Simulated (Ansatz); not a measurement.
Basis-set extrapolation for AlB2H6N (PBE0-D4/def2-TZVP geometry, frozen core, Ansatz). Multiplicity 1, RHF reference.

```json
{"": "HF", "def2-TZVPP": "-349.242472", "def2-QZVPP": "-349.255354"}
{"": "MP2 correlation", "def2-TZVPP": "-0.524669", "def2-QZVPP": "-0.559505"}
{"": "CCSD(T) correlation", "def2-TZVPP": "-0.588348", "def2-QZVPP": "not run"}
```

Energies in hartree. Use E(X) = E(∞) + A·exp(−7.88·√X) for Hartree–Fock and E(X) = E(∞) + B·X^(−2.97) for correlation, with X = 3 and 4, and add CCSD(T) minus MP2 of the smaller set to the MP2 limit.

Q: What is the CCSD(T) energy at the basis-set limit?

A: HF limit: -349.255354 + (-0.012882) × 0.13774 = -349.25713. MP2 limit: -0.559505 + (-0.034836) × 0.74074 = -0.58531. Higher-order term: -0.588348 − (-0.524669) = -0.06368. Total: -349.90612 hartree, 2.05 eV below CCSD(T)/def2-TZVPP.
